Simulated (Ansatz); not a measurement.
One change: `[F][Zn][N]([SiH3])[SiH3]` becomes `[SiH3][N]([SiH3])[Zn][Cl]`.

Ansatz, PBE0-D4/def2-TZVP geometries, multiplicity 1. Each molecule was computed in one conformer, which needn't be the lowest.

Scalar relativity is left out up to krypton.

```tsv
property	`[F][Zn][N]([SiH3])[SiH3]`
HOMO–LUMO gap (PBE/def2-TZVPP) / eV	4.02
HOMO–LUMO gap (PBE0/def2-TZVPP) / eV	6.22
LUMO energy (B3LYP/def2-TZVPP) / eV	-1.85
HOMO energy (ωB97M-V/def2-TZVPP) / eV	-10.04
size of the dipole moment (ωB97M-V/def2-TZVPP) / D	1.45
ideal-gas entropy at 298 K and 1 bar (rigid rotor, harmonic PBE0-D4/def2-TZVP) / J/(mol·K)	402
```

Question: Give the same properties after the change, and the shifts. (An estimate is asked.)

Answer: Ansatz gave: 
```tsv
property	`[SiH3][N]([SiH3])[Zn][Cl]`	shift
HOMO–LUMO gap (PBE/def2-TZVPP) / eV	4.09	0.07
HOMO–LUMO gap (PBE0/def2-TZVPP) / eV	6.25	0.03
LUMO energy (B3LYP/def2-TZVPP) / eV	-1.72	0.13
HOMO energy (ωB97M-V/def2-TZVPP) / eV	-9.97	0.07
size of the dipole moment (ωB97M-V/def2-TZVPP) / D	0.89	-0.56
ideal-gas entropy at 298 K and 1 bar (rigid rotor, harmonic PBE0-D4/def2-TZVP) / J/(mol·K)	413	11
```

Dipoles are sizes alone; their direction can turn. Modes under 60 cm⁻¹, often nearly free rotors, make the harmonic entropy too high.

Positive LUMOs are unbound, so they and the gaps depend on the basis.

B3LYP here is the variant with VWN-RPA as its local correlation; programs differ in this.
